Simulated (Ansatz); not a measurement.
Program: Ansatz. Geometries: PBE0-D4/def2-TZVP. ΔE: electronic, gas phase. CBS: MP2 limit from def2 TZ/QZ plus the TZ coupled-cluster correction, frozen cores. This one scheme is used for every species. Functionals use def2-TZVPP. B3LYP here is the variant with VWN-RPA as its local correlation; programs differ in this. Elements past krypton have def2 core potentials. For Sb outer-core shells are correlated without core-valence functions, which leaves a few kJ/mol of doubt a bond. One conformer a species, not always the lowest.

Consider the redistribution: `NCB(N)O` + `[SH][SbH2]` → `NCBO` + `[NH2][SbH][SH]`.

`NCB(N)O`:

Cartesian coordinates in Å:
```
N -1.576 -0.819 0.035
C -0.397 -0.254 0.704
B 0.651 0.223 -0.395
N 1.703 1.107 -0.110
O 0.511 -0.282 -1.657
H -2.181 -0.079 -0.299
H -2.127 -1.388 0.662
H 0.081 -1.061 1.272
H -0.634 0.528 1.440
H 1.847 1.521 0.792
H 2.387 1.365 -0.800
H -0.265 -0.863 -1.642
```

`[SH][SbH2]`:

Z-matrix (Å, degrees):
```
Sb
S 1 2.426
H 1 1.710 2 94.5
H 1 1.710 2 94.3 3 90.8
H 2 1.342 1 93.1 3 133.7
```

`NCBO`:

Cartesian coordinates in Å:
```
N 1.156 -0.453 0.011
C -0.064 -0.001 0.695
B -1.134 0.449 -0.378
O -0.715 0.556 -1.651
H 1.100 -1.441 -0.200
H 1.982 -0.324 0.580
H 0.175 0.894 1.285
H -0.463 -0.721 1.423
H -2.272 0.722 -0.116
H 0.234 0.319 -1.649
```

`[NH2][SbH][SH]`:

Z-matrix (Å, degrees):
```
N
Sb 1 2.021
H 1 1.010 2 116.8
H 1 1.011 2 113.7 3 129.8
S 2 2.423 1 98.3 3 72.6
H 2 1.718 1 97.8 3 -16.4
H 5 1.343 2 94.1 1 92.5
```

```
          level  ΔE (kJ/mol)  difference from CCSD(T)/CBS
         PBE-D4        113.2                          1.4
      r2SCAN-D4        118.6                          6.8
       B3LYP-D4        116.2                          4.4
        ωB97X-V        116.0                          4.2
        ωB97M-V        118.7                          6.9
         B2PLYP        115.2                          3.4
            PBE        113.7                          1.9
         r2SCAN        118.5                          6.7
           PBE0        121.2                          9.4
          B3LYP        117.3                          5.5
CCSD/def2-TZVPP        120.8                          9.0
  HF/def2-QZVPP        125.5                         13.7
 MP2/def2-QZVPP        110.0                         -1.8
   HF/CBS(def2)        125.2                         13.4
  MP2/CBS(def2)        108.1                         -3.7
 CCSD/CBS(def2)        114.8                          3.0
    CCSD(T)/CBS        111.8                            0
```

Largest T1 diagnostic among the species: 0.013.

From PBE to PBE0 (25 % exact exchange), in def2-TZVPP and without D4, ΔE moves by +7.5 kJ/mol. In def2-TZVPP, CCSD(T) changes the Hartree–Fock value by −9.5 kJ/mol (the triples alone add −3.1 kJ/mol) and MP2 by −13.2 kJ/mol.
